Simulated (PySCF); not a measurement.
Si(Cl)2(OH)2, H2Cl2O2Si, SMILES O[Si](Cl)(O)Cl (PBE0/def2-SVP optimised geometry):

```
7

O     -1.374    -1.350    -1.276
Si    -0.701    -0.568     0.000
O      0.939    -0.568     0.000
Cl    -1.418    -1.524     1.657
Cl    -1.240     1.402     0.000
H     -1.315    -0.914    -2.132
H      1.374    -1.402     0.208
```

Computed with PBE0/def2-TZVP run with PySCF.

Question: What are the frontier orbital energies and the dipole moment?

Answer: HOMO-2 -9.48 eV, HOMO-1 -9.40 eV, HOMO -9.29 eV, LUMO 0.15 eV, LUMO+1 1.08 eV; dipole moment 1.93 D.

On the same geometry PBE/def2-TZVP in PySCF gives HOMO-2 -7.98 eV, HOMO-1 -7.89 eV, HOMO -7.69 eV, LUMO -0.81 eV, LUMO+1 0.14 eV; dipole moment 1.90 D.

Meta-Löwdin charges at PBE0/def2-TZVP: O1 -0.74, Si2 1.32, O3 -0.74, Cl4 -0.28, Cl5 -0.28, H6 0.37, H7 0.37.
